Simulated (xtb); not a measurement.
C₂H₆BClFN, SMILES CN(B(F)Cl)C. All values are semi-empirical tight-binding results from xtb (GFN2-xTB unless named), good for trends rather than for accurate numbers. Geometry optimised at GFN2-xTB. Other conformers were not sampled.

Optimised geometry:

```xyz
12

B     -0.4503     0.3385     0.0000
F     -1.7854     0.4146     0.0000
Cl     0.4299     1.8366     0.0000
N      0.1699    -0.8990     0.0000
C     -0.5731    -2.1455     0.0000
C      1.6045    -1.1017     0.0000
H     -0.3206    -2.7299     0.8879
H     -0.3206    -2.7299    -0.8879
H     -1.6394    -1.9388     0.0000
H      1.9015    -1.6653    -0.8876
H      1.9015    -1.6653     0.8876
H      2.1117    -0.1410     0.0000
```
Charge 0, spin multiplicity 1.

Question: Estimate the properties. (Estimate from the structure and the level; the computed values follow.)

Answer: 
```
Property                                        Value
--------------------------------------  -------------
point group as xtb finds it                        Cs
orbital gap                                   5.76 eV
dipole moment                                  3.93 D
zero-point energy                       55.7 kcal/mol
G − E(el) at 298.15 K (modified RRHO)   35.7 kcal/mol
static polarisability (D4 model)           62.7 bohr³
solvation energy, GFN2-xTB/ALPB(water)  -4.1 kcal/mol
solvation energy, GFN2-xTB/ALPB(dmso)   -6.8 kcal/mol
```

Question: Give the atomic charges and the Wiberg bond orders between heavy atoms. (The exact figures need the calculation; the answer reports its results.)

Answer: charges (e) B1 0.47, F2 -0.29, Cl3 -0.28, N4 -0.16, C5 -0.05, C6 -0.05, H7 0.05, H8 0.05, H9 0.07, H10 0.06, H11 0.06, H12 0.07. Bond orders B1–F2 1.00, B1–Cl3 0.98, B1–N4 1.36, N4–C5 1.00, N4–C6 1.01.
